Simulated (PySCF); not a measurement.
PySCF job for Cd(Cl)(OH) (CdClHO), SMILES [OH][Cd][Cl], B3LYP-D3(BJ)/def2-TZVP. Geometry: B3LYP-D3(BJ)/def2-TZVP. The def2 effective core potentials stand for the cores of Cd; spin–orbit coupling is left out. The values are those of a single conformer.

```python
import numpy as np
from pyscf import gto, scf, dft, df
from pyscf.hessian import thermo

mol = gto.M(
    atom='''
    Cd    0.00592834   -0.27911832   -0.00000000
    Cl   -0.00340080    2.00461111    0.00000000
    O    -0.12135396   -2.25081219    0.00000000
    H     0.74408472   -2.67421173    0.00000001
    ''',
    basis='def2-TZVP',
    ecp={'Cd': 'def2-tzvp'},
    charge=0,
    spin=0,
    max_memory=1600,
    verbose=3,
)
mf = dft.RKS(mol, xc='b3lyp').density_fit(auxbasis='def2-universal-jkfit')
mf.disp = 'd3bj'
mf.grids.level = 3
mf.conv_tol = 1e-11
mf.max_cycle = 100
mf.kernel()

# [left out here: the lines that compute and print the analytic Hessian (its translational invariance restored by hand, since the grid's response is missing), thermochemistry and intensities]
```

Output:

```
converged SCF energy = -703.965958169136

WARN: DFTD3 does not support analytical Hessian, using finite difference


WARN: Mole.unit (angstrom) is changed to Bohr

Mode                                 0                   1                   2
Irrep
Freq [cm^-1]                      112.6207            117.9295            354.2897
Reduced mass [au]                   9.8908              4.4197             32.1152
Force const [Dyne/A]                0.0739              0.0362              2.3751
Char temp [K]                     162.0361            169.6742            509.7440
Normal mode                   x     y     z       x     y     z       x     y     z
       0  Cd                 0.05 -0.00  0.00    0.00 -0.00 -0.05   -0.00  0.04 -0.00
       1  Cl                -0.07 -0.00 -0.00   -0.00 -0.00  0.07    0.00 -0.15  0.00
       2   O                -0.17  0.01 -0.00   -0.00  0.00  0.15    0.00  0.07  0.00
       3   H                -0.23 -0.11 -0.00   -0.00  0.00  0.44   -0.00  0.06 -0.00
Mode                                 3                   4                   5
Irrep
Freq [cm^-1]                      587.5766            812.6832           3817.7757
Reduced mass [au]                  14.5341              1.0797              1.0671
Force const [Dyne/A]                2.9564              0.4201              9.1637
Char temp [K]                     845.3919           1169.2701           5492.9292
Normal mode                   x     y     z       x     y     z       x     y     z
       0  Cd                 0.00  0.04 -0.00    0.01 -0.00  0.00   -0.00 -0.00 -0.00
       1  Cl                -0.00 -0.02 -0.00   -0.00 -0.00 -0.00    0.00 -0.00 -0.00
       2   O                -0.01 -0.22 -0.00   -0.06 -0.03 -0.00   -0.05  0.03 -0.00
       3   H                 0.04 -0.12  0.00    0.40  0.87  0.00    0.86 -0.44  0.00
temperature 298.1500 [K]
pressure 101325.00 [Pa]
Rotational constants [GHz] 648.11898 2.11028 2.10343
Symmetry number 1
Zero-point energy (ZPE) 0.01322 [Eh]   34708.902 [J/mol]
                           tot       elec      trans        rot        vib
Entropy [J/mol/K]       299.664      0.000    172.416     93.052     34.196
Cv [J/mol/K]             54.768      0.000     12.472     12.472     29.825
Cp [J/mol/K]             63.082      0.000     20.786     12.472     29.825
Internal energy [J/mol]                      3718.434   3718.434  39985.956
Internal energy [Eh]   -703.94790  -703.96596
Enthalpy [J/mol]                             6197.391   3718.434  39985.956
Enthalpy [Eh]          -703.94695
Gibbs free energy [J/mol]                  -45208.391 -24025.041  29790.392
Gibbs free energy [Eh] -703.98098
static polarisability / bohr^3: [[31.375  0.357  0.   ]
 [ 0.354 66.703 -0.   ]
 [ 0.    -0.    30.775]]
largest difference of analytic and finite-field dipole derivatives / e: 0.0015441310653574458
mode   freq/cm-1   IR/(km/mol)   Raman/(A^4/amu)   depolarisation
   1      112.62        13.957             0.052            0.395
   2      117.93         0.804             0.107            0.750
   3      354.29        14.761            16.061            0.235
   4      587.58        72.693            16.447            0.224
   5      812.68        53.199             2.561            0.321
   6     3817.78        54.727           145.752            0.223
max |gradient| / (hartree/bohr): 1.235255193767309e-05
APT charges: [ 1.0177 -0.5171 -0.7164  0.2158]
```

The calculation finished and met its thresholds.

Cost: around 80 core-seconds (rough).
